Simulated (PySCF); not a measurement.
Correlation energy of B⁺ (boron, charge +1)

[He] 2s1 3s1, high-spin 3S determinant (an excited configuration). Calculation: PySCF 2.14, in dyall-acv3z; scalar relativity by spin-free X2C-1e. Frozen: 1s2; 2 electrons correlated; the 18 highest virtual orbitals of each spin left out.

With two correlated electrons CCSD is exact within the correlated space (frozen core and kept virtual orbitals).

| level | correlation energy (mhartree) |
| --- | --- |
| CCSD | -8.48 |

Diagnostics: T1 = 0.012, D1 = 0.0247, largest double amplitude 0.076.

**Question.** Is a single reference adequate?

**Answer.** Mostly. T1 lies below 0.03, but a double amplitude of this size points to a near-degeneracy that CCSD handles and MP2 describes poorly.
